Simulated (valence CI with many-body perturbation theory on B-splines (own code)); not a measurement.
## Ladder of approximations for Tb33+

Computed by valence CI with perturbative core correlation (CI+MBPT): four valence electrons over a frozen Dirac-Fock core [Ar] 3d10, a basis of 11 s, 11 p, 9 d, 7 f, 5 g, 2 h, 1 i functions for each j, with the one-electron correlation potential Σ1 (screened to all orders), the two-electron term Σ2, the three-electron term Σ3, Breit, model QED; selected single and double excitations, second order for the rest (own B-spline code, finite nucleus).

The last digits are not significant, and no measured levels were compared; by estimate large intervals hold to a few tenths of a per cent, small ones and those within an open d or f shell to about a per cent.

Each rung adds one term. CI alone is the Dirac-Coulomb CI over the frozen core; QED comes last and gives the full result, which names the levels. Energies are above (4s^2 4p1/2^2) J=0 on the same rung, in eV.

Levels are named by their leading jj configuration (3d3/2^4 stands for four electrons in 3d with j = 3/2), which in mixed levels can hold well under half, so a name can repeat and another be missing. Letters in brackets count levels of one name in rising energy.

```csv
Level,CI alone,Σ1,Σ2,Σ3,Breit,QED,Full
(4s^2 4p1/2 4p3/2) J=1,43.96,+0.182,+0.153,+0.012,-0.581,+0.069,43.80
(4s^2 4p1/2 4p3/2) J=2,47.54,+0.184,+0.096,+0.004,-0.607,+0.070,47.28
(4s^2 4p3/2^2) J=2,94.15,+0.366,+0.224,+0.009,-1.173,+0.136,93.71
(4s^2 4p3/2^2) J=0,101.99,+0.368,+0.089,-0.010,-1.140,+0.134,101.43
(4s 4p1/2^2 4p3/2) J=2,118.00,+0.116,+0.325,+0.032,-0.097,-0.636,117.74
(4s 4p1/2^2 4p3/2) J=1,130.52,+0.119,-0.159,+0.015,-0.103,-0.620,129.77
(4s 4p1/2 4p3/2^2) J=2 [a],158.18,+0.273,+0.583,+0.045,-0.658,-0.536,157.88
(4s^2 4p1/2 4d3/2) J=2,165.33,+0.059,+0.152,+0.040,-0.844,-0.115,164.62
(4s 4p1/2 4p3/2^2) J=3,165.33,+0.276,+0.414,+0.036,-0.736,-0.521,164.80
(4s 4p1/2 4p3/2^2) J=0,172.92,+0.291,+0.218,+0.016,-0.628,-0.557,172.26
(4s 4p1/2 4p3/2^2) J=1 [a],175.79,+0.237,-0.273,+0.018,-0.695,-0.435,174.65
(4s 4p1/2 4p3/2^2) J=1 [b],181.01,+0.238,-0.468,+0.004,-0.673,-0.475,179.64
(4s 4p1/2 4p3/2^2) J=2 [b],181.11,+0.236,-0.236,+0.018,-0.797,-0.405,179.93
(4s^2 4p1/2 4d5/2) J=3,186.68,+0.116,-0.315,+0.016,-1.125,-0.054,185.32
(4s^2 4p1/2 4d3/2) J=1,187.15,+0.155,-0.909,-0.008,-0.756,-0.294,185.34
(4s^2 4p1/2 4d5/2) J=2,189.31,+0.132,-0.817,+0.002,-0.993,-0.133,187.50
(4s 4p3/2^3) J=2,214.58,+0.415,+0.408,+0.037,-1.332,-0.355,213.76
(4s^2 4p3/2 4d3/2) J=1,223.00,+0.282,-0.460,+0.017,-1.334,-0.139,221.36
(4s^2 4p3/2 4d3/2) J=2,224.57,+0.221,-0.636,+0.013,-1.407,-0.020,222.74
(4s^2 4p3/2 4d3/2) J=0,226.15,+0.216,-0.555,+0.013,-1.386,0.000,224.44
(4s^2 4p3/2 4d5/2) J=4,225.80,+0.275,+0.141,+0.038,-1.715,+0.050,224.59
(4s^2 4p3/2 4d3/2) J=3,226.89,+0.215,-0.607,+0.006,-1.472,+0.011,225.05
(4s 4p3/2^3) J=1,235.38,+0.376,-0.646,-0.001,-1.370,-0.266,233.48
(4s^2 4p3/2 4d5/2) J=2,238.65,+0.330,-0.762,-0.001,-1.532,-0.113,236.57
(4s 4p1/2^2 4d3/2) J=1,241.48,-0.039,+0.214,+0.053,-0.337,-0.756,240.61
(4s^2 4p3/2 4d5/2) J=3,242.91,+0.272,-0.904,-0.015,-1.663,+0.036,240.64
(4s 4p1/2^2 4d3/2) J=2,242.86,-0.003,+0.202,+0.049,-0.334,-0.816,241.96
(4s^2 4p3/2 4d5/2) J=1,247.97,+0.318,-0.956,-0.034,-1.538,-0.073,245.69
(4p1/2^2 4p3/2^2) J=2,252.10,+0.149,-0.106,+0.047,-0.322,-1.055,250.82
(4s 4p1/2^2 4d5/2) J=3,256.22,+0.036,-0.005,+0.052,-0.637,-0.722,254.95
(4p1/2^2 4p3/2^2) J=0,261.77,+0.223,-0.409,+0.023,-0.188,-1.219,260.20
```

The middle columns are the shifts that each term adds.

Task: How does the ionisation energy move along the ladder, and which term matters most?

Result: CI alone 1394.9, + Σ1 1396.5, + Σ2 1396.6, + Σ3 1396.5, + Breit 1395.0, + QED 1395.1 eV. The largest step is Σ1, 1.7 eV. NIST lists 1393 ± 5 eV (theoretical).
